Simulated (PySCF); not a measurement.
Hf(Cl)3(OH), SMILES [OH][Hf]([Cl])([Cl])[Cl] (HCl3HfO), PBE0/def2-SVP optimised geometry.

```
6

Hf    -0.77    -1.10     0.00
Cl    -1.58     1.10     0.00
Cl    -1.58    -2.25     1.88
Cl     1.58    -1.10     0.00
O     -1.38    -1.98    -1.56
H     -1.68    -2.42    -2.35
```

Density from PBE0/def2-TZVP, def2 effective core potentials past Kr run with PySCF at that geometry. The core electrons that the potentials of Hf replace are not part of the density.

Minimum of the electron density along straight lines between bonded atoms, close to the bond critical point (lines longer than 1.1 times the sum of covalent radii, or with two minima, are not listed):

| bond | length / Å | ρ at the minimum / e bohr⁻³ | ∇²ρ there / e bohr⁻⁵ | position (fraction from the first atom) |
|---|---|---|---|---|
| O5–H6 | 0.957 | 0.354 | -2.51 | 0.82 |
